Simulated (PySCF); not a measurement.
CSi₂, neutral, multiplicity 1. Atoms are numbered in the order given.

```xyz
3

Si     0.0000     0.0000    -1.6915
C      0.0000     0.0000     0.0000
Si     0.0000     0.0000     1.6915
```

Coordinates come from a r2SCAN-D4/def2-TZVP optimisation. The geometry has at least one imaginary mode, so it is a saddle point at that level.

These are TDA-M06-2X/def2-TZVPD (PySCF) values and carry that method's errors.

Vertical excitations; the highest root listed may be one member of a degenerate set.  State labels are in the subgroup D2h.

Task: Estimate the UV-visible absorptions. (Estimate from the structure and the level; the computed values follow.)

Result: 
| state | symmetry | energy (eV) | λ (nm) | f | main pairs |
|---|---|---|---|---|---|
| S1 | Au | 2.69 | 460 | 0.000 | HOMO→LUMO+1 49 %, HOMO−1→LUMO 49 % |
| S2 | Au | 2.94 | 421 | 0.000 | HOMO−1→LUMO, HOMO→LUMO+1 (degenerate set) |
| S3 | B1u | 2.95 | 421 | 0.000 | HOMO→LUMO, HOMO−1→LUMO+1 (degenerate set) |
| S4 | B2u | 3.27 | 379 | 0.051 | HOMO−2→LUMO+1 (degenerate set) |
| S5 | B3u | 3.27 | 379 | 0.051 | HOMO−2→LUMO (degenerate set) |
| S6 | B1g | 5.08 | 244 | 0.000 | HOMO→LUMO+3 48 %, HOMO−1→LUMO+4 48 % |
| S7 | B1g | 5.59 | 222 | 0.000 | HOMO−1→LUMO+4, HOMO→LUMO+3 (degenerate set) |
| S8 | Ag | 5.59 | 222 | 0.000 | HOMO−1→LUMO+3, HOMO→LUMO+4 (degenerate set) |
| S9 | B1u | 5.67 | 219 | 1.187 | HOMO−1→LUMO+1 42 %, HOMO→LUMO 42 % |
| S10 | B3g | 5.71 | 217 | 0.000 | HOMO−3→LUMO+1 67 %, HOMO−2→LUMO+3 28 % |
| T1 | B1u | 2.24 | 554 | 0 | HOMO→LUMO 49 %, HOMO−1→LUMO+1 49 % |
| T2 | B3u | 2.55 | 485 | 0 | HOMO−2→LUMO (degenerate set) |
| T3 | B2u | 2.55 | 485 | 0 | HOMO−2→LUMO+1 (degenerate set) |
| T4 | Au | 2.60 | 477 | 0 | HOMO→LUMO+1 49 %, HOMO−1→LUMO 49 % |
Triplets are in the Tamm–Dancoff approximation.
